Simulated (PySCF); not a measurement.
Species: C₄H₉NOSi₂.
Geometry (GFN2-xTB, Å), atoms numbered from 1 in this order:
```
atom  x, y, z in Å
C1    -0.015    0.504   -3.129
C2     0.069    0.523   -1.929
Si3    0.160    0.578   -0.059
N4     0.487    2.174    0.537
C5     1.725   -0.395    0.372
C6     1.730   -1.662    0.752
Si7   -1.790   -0.116    0.938
O8    -2.026   -1.576    0.250
H9    -0.083    0.480   -4.180
H10   -0.231    2.878    0.478
H11    1.379    2.593    0.328
H12    2.675    0.124    0.299
H13    2.636   -2.199    0.990
H14    0.815   -2.226    0.837
H15   -2.973    0.723    0.678
H16   -1.767   -0.288    2.399
H17   -2.800   -2.103    0.430
```

Computed at PBE0/pcSseg-1 (PySCF, non-relativistic), with Q(14N) = 0.02044 b, Q(17O) = −0.0256 b: N4, 14N (I = 1): χzz = -4.447 MHz, η = 0.306; O8, 17O (I = 5/2): χzz = -9.412 MHz, η = 0.470.

Where would the pure quadrupole (NQR) lines of 14N at N4 fall for the rigid, isolated species?

From ν± = (3/4)|χ|(1 ± η/3) and ν0 = |χ|η/2: ν+ 3.675 MHz, ν− 2.996 MHz, ν0 0.680 MHz (silicon-bound nitrogen).

Where would the pure quadrupole (NQR) lines of 17O at O8 fall for the rigid, isolated species?

From the eigenvalues of H = χ/[4I(2I − 1)] × [3Iz² − I(I + 1) + η(Ix² − Iy²)], steps between neighbouring levels, labelled as for η = 0: ±1/2↔±3/2 1.717 MHz, ±3/2↔±5/2 2.715 MHz (silanol oxygen).

In a crystal, neighbours and librations shift these lines. GFN2-xTB bond lengths can be off by several hundredths of an ångström, more for odd bonds, and the gradients follow them. These gradients aren't converged with respect to the basis.

The run behind these numbers computed NMR shieldings as well. The run took 64 s on one thread of an Intel Xeon at 2.70 GHz, shared host with 64 logical CPUs at a one-minute load of 59, and the process peaked at 0.86 GiB of memory.

One conformer stands for the species.
